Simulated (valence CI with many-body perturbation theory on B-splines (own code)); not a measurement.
# Energy levels of Eu³¹⁺

Level of theory: valence CI with perturbative core correlation (CI+MBPT): four valence electrons over a frozen Dirac-Fock core [Ar] 3d10, a basis of 11 s, 11 p, 10 d, 8 f, 5 g, 2 h functions for each j, with the one-electron correlation potential Σ1, the two-electron term Σ2, the three-electron term Σ3, Breit, model QED; selected CI, second order for the rest, scaled by the run's own slope (own B-spline code, finite nucleus).

The last digits are not significant, and no measured levels were compared; by estimate large intervals hold to a few tenths of a per cent, small ones and those within an open d or f shell to about a per cent. Among the levels kept, up to 380 cm⁻¹ of a level comes from second order outside the variational space, and about a tenth of that is noise between levels of different J, which matters for small intervals.

Levels 46 to 90 of 185, with energies above the lowest level, (4s^2 4p1/2^2) J=0. "Leading %" is the weight of the configuration and term that name the level; weights of strongly mixed levels are sums over their largest components and can fall short. In the jj column 3d3/2^4 stands for four electrons in 3d with j = 3/2. Lifetimes count E1, E2, E3, M1 and M2 decay at the calculated energies, and are blank where another channel may lead or the interval is too uncertain; long ones can be off by a factor of two.

```tsv
No.	Configuration	Term	J	E (cm⁻¹)	Leading %	g	Lifetime	Leading jj
46	4s4p²4d	⁵P	2	2173200	39	1.511	1.74 ps	4s 4p1/2 4p3/2 4d3/2 (83 %)
47	4s4p²4d	⁵P	1	2177900	51	2.019	1.80 ps	4s 4p1/2 4p3/2 4d3/2 (88 %)
48	4s4p²4d	³D	1	2189800	27	0.903	3.09 ps	4s 4p1/2 4p3/2 4d3/2 (62 %)
49	4s4p²4d	³P	2	2194400	45	1.372	4.01 ps	4s 4p1/2 4p3/2 4d5/2 (74 %)
50	4s4p²4d	⁵D	3	2199500	34	1.276	5.54 ps	4s 4p1/2 4p3/2 4d5/2 (76 %)
51	4s4p²4d	³F	4	2243000	31	1.177	6.14 ps	4s 4p1/2 4p3/2 4d5/2 (66 %)
52	4s4p²4d	³D	1	2243600	68	0.782	1.91 ps	4s 4p1/2 4p3/2 4d3/2 (78 %)
53	4s4p²4d	³D	3	2253800	51	1.262	2.24 ps	4s 4p1/2 4p3/2 4d5/2 (64 %)
54	4s4p²4d	¹G	4	2261800	34	1.099	15.6 ps	4s 4p1/2 4p3/2 4d5/2 (88 %)
55	4s4p²4d	³D	3	2262200	40	1.187	6.45 ps	4s 4p1/2 4p3/2 4d5/2 (78 %)
56	4s4p²4d	³F	2	2267400	37	0.909	1.80 ps	4s 4p1/2 4p3/2 4d3/2 (66 %)
57	4s4p²4d	³P	0	2283200	88		1.93 ps	4s 4p1/2 4p3/2 4d3/2 (67 %)
58	4s4p²4d	³D	1	2289800	72	0.673	4.23 ps	4s 4p1/2 4p3/2 4d5/2 (86 %)
59	4s4p²4d	¹F	3	2319000	33	1.052	2.91 ps	4s 4p1/2 4p3/2 4d5/2 (70 %)
60	4s4p²4d	³F	2	2326300	30	1.020	2.75 ps	4s 4p1/2 4p3/2 4d5/2 (58 %)
61	4s4p²4d	³P	1	2328200	42	1.443	2.77 ps	4s 4p1/2 4p3/2 4d5/2 (88 %)
62	4s4p²4d	³P	0	2332400	51		2.37 ps	4s 4p1/2 4p3/2 4d5/2 (55 %)
63	4s4p²4d	³D	2	2334800	54	1.160	2.74 ps	4s 4p1/2 4p3/2 4d5/2 (77 %)
64	4s4p²4d	³P	2	2356500	32	1.196	1.65 ps	4s 4p1/2 4p3/2 4d5/2 (57 %)
65	4s4p²4d	¹P	1	2359500	35	1.164	1.50 ps	4s 4p1/2 4p3/2 4d3/2 (35 %)
66	4s²4p4f	³G	3	2421100	56	0.835	2.65 ps	4s^2 4p1/2 4f5/2 (78 %)
67	4s²4p4f	³G	4	2436200	28	1.104	5.69 ps	4s^2 4p1/2 4f7/2 (75 %)
68	4s4p²4d	³F	4	2440300	42	1.313	10.1 ps	4s 4p3/2^2 4d5/2 (73 %)
69	4s4p²4d	¹S	0	2444100	30		11.1 ps	4p3/2^4 (44 %)
70	4s4p²4d	³D	2	2448700	29	1.313	2.02 ps	4s 4p3/2^2 4d3/2 (72 %)
71	4s4p²4d	³D	3	2452400	33	1.318	2.03 ps	4s 4p3/2^2 4d3/2 (70 %)
72	4s4p²4d	³P	1	2453000	33	1.650	2.23 ps	4s 4p3/2^2 4d3/2 (81 %)
73	4s²4p4f	³F	2	2455900	26	0.916	2.06 ps	4s^2 4p1/2 4f5/2 (52 %)
74	4s²4p4f	³D	3	2460000	37	1.184	2.25 ps	4s^2 4p1/2 4f7/2 (74 %)
75	4s4p²4d	³G	5	2460500	52	1.286	43.4 ps	4s 4p3/2^2 4d5/2 (91 %)
76	4s4p²4d	³F	4	2496600	56	1.185	2.12 ps	4s 4p3/2^2 4d3/2 (69 %)
77	4s4p²4d	³P	0	2526600	66		1.45 ps	4s 4p3/2^2 4d3/2 (49 %)
78	4s4p²4d	¹F	3	2554900	27	1.074	3.10 ps	4s 4p3/2^2 4d5/2 (48 %)
79	4s4p²4d	³D	1	2560400	38	1.071	1.83 ps	4s 4p3/2^2 4d3/2 (59 %)
80	4s4p²4d	³D	2	2563800	35	0.998	1.55 ps	4s 4p3/2^2 4d3/2 (55 %)
81	4s4p²4d	³P	2	2573800	31	1.285	1.82 ps	4s 4p3/2^2 4d5/2 (41 %)
82	4s4p²4d	³D	1	2575900	32	1.215	2.39 ps	4s 4p3/2^2 4d5/2 (58 %)
83	4s4p²4d	³D	3	2584500	44	1.204	3.73 ps	4s 4p3/2^2 4d5/2 (60 %)
84	4s4p²4d	³F	4	2587200	54	1.168	3.66 ps	4s 4p3/2^2 4d5/2 (66 %)
85	4s4p²4d	³D	1	2587500	42	0.789	1.80 ps	4s 4p3/2^2 4d3/2 (62 %)
86	4s4p²4d	³D	3	2611100	72	1.284	2.69 ps	4s 4p3/2^2 4d5/2 (74 %)
87	4s4p²4d	³D	2	2611300	34	1.151	2.06 ps	4s 4p3/2^2 4d5/2 (41 %)
88	4s²4d²	³F	2	2642200	42	0.906	1.65 ps	4s 4p3/2^2 4d5/2 (26 %)
89	4s4p²4d	³D	3	2642400	27	1.143	1.79 ps	4s 4p3/2^2 4d5/2 (50 %)
90	4s4p²4d	¹D	2	2650200	37	0.940	2.59 ps	4s 4p3/2^2 4d5/2 (53 %)
```

Where two levels of one J and parity lie close, their mixing, g and order are uncertain.
